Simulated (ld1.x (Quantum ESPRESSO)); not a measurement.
## vanadium, TM: configuration errors across variants

ld1.x (Quantum ESPRESSO) 7.5 input, shortened:

```
&input
   title='V', zed=23., rel=1, dft='PBE', iswitch=3,
   config='[Ar] 3d3 4s2 4p0'
 /
 &inputp
   pseudotype=2, tm=.true., lloc=2,
   nlcc=.true., rcore=1.00
 /
3
4S  1  0   2.00   0.00  3.05  3.05  0.0
3P  2  1   6.00   0.00  1.55  1.55  0.0
3D  3  2   3.00   0.00  1.75  1.75  0.0
 &test
   configts(1)='3p6 3d3 4s2 4p0'
 /
```

All-electron excitation energies from the reference (eV): (1) 3p6 3d3 4s1 4p0 7.735; (2) 3p6 3d3 4s0 4p0 22.031; (3) 3p6 3d2 4s0 4p0 50.928; (4) 3p6 3d3 4s0 4p1 11.840; (5) 3p5 3d3 4s2 4p0 50.947; (6) 3p6 3d2 4s2 4p1 5.778; (7) 3p6 3d3 4s1 4p1 3.347.

A true bound ghost makes a file unfit for plane-wave use even where its test errors are small: the radial tests pick states by their node count and pass the ghost by.

Errors AE − PS in meV (a dash: test not solved or not reliable):

```csv
change,(1),(2),(3),(4),(5),(6),(7),bound ghosts
base,-3.3,-34,+1.5,-181,-164,-129,-96,s
wave 4s (bound): rc 3.05 bohr becomes 4s (bound): rc 2.02 bohr,-2.0,-21,+23,-171,-171,-133,-94,s
wave 4s (bound): rc 3.05 bohr becomes 4s (bound): rc 2.30 bohr,-3.4,-28,+59,-177,-208,-148,-95,s
wave 4s (bound): rc 3.05 bohr becomes 4s (bound): rc 2.52 bohr,-3.7,-29,+67,-177,-216,-152,-95,s
wave 4s (bound): rc 3.05 bohr becomes 4s (bound): rc 2.84 bohr,-3.4,-30,+44,-178,-196,-143,-95,s
wave 4s (bound): rc 3.05 bohr becomes 4s (bound): rc 3.18 bohr,-3.5,-41,-43,-186,-133,-116,-97,s
wave 4s (bound): rc 3.05 bohr becomes 4s (bound): rc 3.66 bohr,-6.0,-79,-218,-212,-25,-70,-101,s
wave 4s (bound): rc 3.05 bohr becomes 4s (bound): rc 4.00 bohr,-11,-138,-431,-251,+91,-22,-108,s
wave 4s (bound): rc 3.05 bohr becomes 4s (bound): rc 4.22 bohr,-14,-178,-560,-276,+154,+4.9,-112,s
wave 4s (bound): rc 3.05 bohr becomes 4s (bound): rc 4.66 bohr,-22,-277,-855,-339,+285,+60,-121,s
```

Question: Give the same row for: wave 4s (bound): rc 3.05 bohr becomes 4s (bound): rc 3.36 bohr.

Answer: -4.2, -52, -101, -193, -95, -100, -98; bound ghosts: s.
